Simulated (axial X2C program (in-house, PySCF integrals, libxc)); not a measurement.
Which molecule has these constants?

Computed with an in-house all-electron X2C program for linear molecules (integrals from PySCF), spin-free (one-electron X2C) or two-component (2c: spin–orbit coupling with atomic mean-field Coulomb and Gaunt terms, which also bring small scalar terms), in Dyall basis sets with cores contracted in-house; open shells are unrestricted.

A two-component PBE0 calculation in a Dyall 3-zeta basis gave Re = 2.262 Å, ωe = 333.7 cm⁻¹, De = 2.48 eV, dipole magnitude 0.18 D, Ω = 3/2.

Which molecule is it?
A. KSe
B. SeBr
C. ScSe
D. CrSe
E. GeSe

B. The others have CrSe 2.264 Å and 300.8 cm⁻¹ (Ω = 1); ScSe 2.253 Å and 436.9 cm⁻¹ (Ω = 1/2); KSe 2.939 Å and 196.2 cm⁻¹ (Ω = 3/2); GeSe 2.135 Å and 412.3 cm⁻¹ (Ω = 0).

Each entry is the lowest single determinant of a limited PBE0 search at one distance. De goes to single-determinant-based atoms at the same level (for ions the charge split of lowest energy) and is withheld (n/a) where an atom does not fit its ground term or J level. Main or longest-lived isotopes. One determinant is a doubtful description, or other states lie close, for CrSe, KSe; these need not be ground states, and all values refer to the states named. Some open-shell Ω = 0 determinants are out of reach, so the Ω given for CrSe need not be the lowest component. With several unpaired electrons the Ω given is that of one determinant, not necessarily of the lowest component. Some light 2c atoms are not at their ground J level, so De misses part of their lowering (0.04 eV or less). The functionals have no current term, which raises determinants with orbital currents.
